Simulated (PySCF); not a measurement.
Species: C3H5FSSi.
Numbering: `[F:1][Si@H:2]1[CH:3]=[CH:4][S:5][CH2:6]1` (hydrogens: H7 on Si2; H8 on C3; H9 on C4; H10, H11 on C6)

Level of theory: TDDFT PBE0/def2-SVPD, vertical, gas phase, core orbitals frozen in the response (PySCF). Geometry: GFN2-xTB; no solvent, vibrations or thermal averaging.

Kohn–Sham orbitals with the atoms that hold most of them (Löwdin shares over 4%, at most four atoms; ? is withheld):

| orbital | ε (eV) | atoms |
| --- | --- | --- |
| LUMO+2 | 0.53 | S5 30%, Si2 16%, C6 11%, C4 8% |
| LUMO+1 | 0.15 | S5 51%, C6 14%, Si2 10%, C4 6% |
| LUMO | -0.87 | ? |
| HOMO | ? | S5 49%, C3 22%, C4 14%, C6 6% |
| HOMO-1 | -8.94 | ? |
| HOMO-2 | -9.31 | C3 31%, Si2 19%, F1 8%, S5 8% |
| HOMO-3 | -9.53 | C4 36%, C3 23%, S5 22%, C6 7% |

Give the leading atoms of the LUMO.

C4 (bonded to C, S and H) 34%; C3 (bonded to C, Si and H) 22%; Si2 (bonded to 2 C, F and H) 15%; S5 (bonded to 2 C) 10%. By element: carbon 56% or more, silicon 15%, sulfur 10%.

Which atoms hold the HOMO-1, and with what shares?

S5 (bonded to 2 C) 35%; C6 (bonded to S, Si and 2 H) 26%; Si2 (bonded to 2 C, F and H) 14%; F1 (bonded to Si) 7%.

What is the HOMO energy, and the HOMO–LUMO gap?

ε(HOMO) = -6.54 eV; the gap is 5.67 eV (0.2082 hartree).

How does S1 compare with the orbital gap of 5.67 eV?

S1 is at 4.74 eV (f = 0.103), 0.92 eV below the gap, made of HOMO→LUMO (93%). 

Give energy, strength and leading configuration of S1, S2 and S8, and follow the Löwdin shares of the leading atoms from the occupied to the empty orbital.

- S1 (4.74 eV, f 0.103), HOMO→LUMO (93%): S5 49% → 10%, C3 22% → 22%, C4 14% → 34%
- S2 (5.26 eV, f 0.021), HOMO→LUMO+1 (92%): S5 49% → 51%, C3 22% → at most 7%, C6 6% → 14%
- S8 (6.86 eV, f 0.0073), HOMO-2→LUMO (82%): C3 31% → 22%, Si2 19% → 15%, C4 at most 9% → 34%

On Arm Neoverse N1, one thread, no GPU (shared host), this took 39 s of wall time and 0.70 GiB of memory at its peak.
